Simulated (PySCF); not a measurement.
Static response to an electric field

C₆H₁₀Si.
Geometry (PBE0-D3(BJ)/def2-SVP, Å), atoms numbered from 1 in this order:
```xyz
17
C6H10Si angstrom
C     -0.7762   -2.2214    0.7971
C      0.0227   -1.7658   -0.1752
Si    -0.0052    0.0058   -0.7856
C      1.5086    0.9225   -0.1688
C      2.3160    0.4535    0.7900
C     -1.5605    0.8635   -0.1873
C     -1.5661    1.7840    0.7841
H     -0.7384   -3.2587    1.1491
H     -1.5088   -1.5700    1.2877
H      0.7386   -2.4654   -0.6279
H      0.0046    0.0028   -2.2843
H      1.7420    1.9018   -0.6086
H      2.1344   -0.5161    1.2683
H      3.1909    1.0119    1.1423
H     -2.5201    0.5883   -0.6460
H     -2.4887    2.2651    1.1288
H     -0.6406    2.0977    1.2810
```

Level: PBE0/def2-SVPD (PySCF), static field, nuclei fixed, core orbitals frozen in the response. The polarisability tensor in these axes (au):

```
x   101.89  -0.14   0.02
y    -0.14 101.71  -0.02
z     0.02  -0.02  92.77
```

Task: Diagonalise the tensor; give its mean and Δα, where Δα² is half the sum of the squared differences of the eigenvalues.

Result: Principal values 92.77, 101.64 and 101.97 au; mean 98.79 au = 14.64 Å³ = 16.29 × 10⁻⁴⁰ C²·m²/J; Δα = 9.03 au (9 % of the mean).

Task: What is the dipole moment, and where does it point?

Result: (0.00, 0.00, 0.78) D, 0.78 D in size, pointing from the negative to the positive side. Measured along this direction, the outermost atoms are H11 at the negative end and H9, H17 and H13 at the positive end.

Task: Refractivity n − 1 of an ideal gas of it at 273.15 K and 1 atm, from the electronic α?

Result: N = p/kT = 2.6868 × 10¹⁹ cm⁻³, so n − 1 = 2π × N × 14.64 × 10⁻²⁴ cm³ = 2471 × 10⁻⁶ at long wavelengths.

Task: What depolarisation ratio follows for Rayleigh scattering of linearly polarised light, taking the static tensor?

Result: ρ = 3Δα²/(45ᾱ² + 4Δα²) = 244.8/(439209 + 326.4) = 0.000557.

Task: Estimate the molar refractivity from the static electronic polarisability.

Result: Lorentz–Lorenz: R = (4π/3)N_A α = 2.5225 cm³/(mol·Å³) × 14.64 Å³ = 36.9 cm³/mol, in the limit of long wavelengths.

Task: Form Σ f/ω² (atomic units) for the 10 lowest TDDFT singlets, given as eV and f, and set it beside the mean polarisability, which is this sum over all singlets: 6.24, 0.0097; 6.25, 0.0038; 6.25, 0.0060; 6.40, 0.0043; 6.41, 0.0099; 6.41, 0.0109; 6.82, 0.1086; 6.83, 0.1002; 6.86, 0.0123; 6.92, 0.1526.

Result: They add up to 6.70 au, 6.8 % of the 98.79 au; the largest single term is 2.36 au, from the state at 6.92 eV. Terms in order: 0.18, 0.07, 0.11, 0.08, 0.18, 0.20, 1.73, 1.59, 0.19, 2.36 au. Higher excitations give the rest. The strengths listed sum to 0.418.

The structure is a single PBE0-D3(BJ)/def2-SVP conformer in the gas phase; no vibrational or solvent corrections.

The run behind these numbers computed excited states and ΔSCF ions as well. The run took 4.2 min on an Arm Neoverse V1 with one thread, shared host.
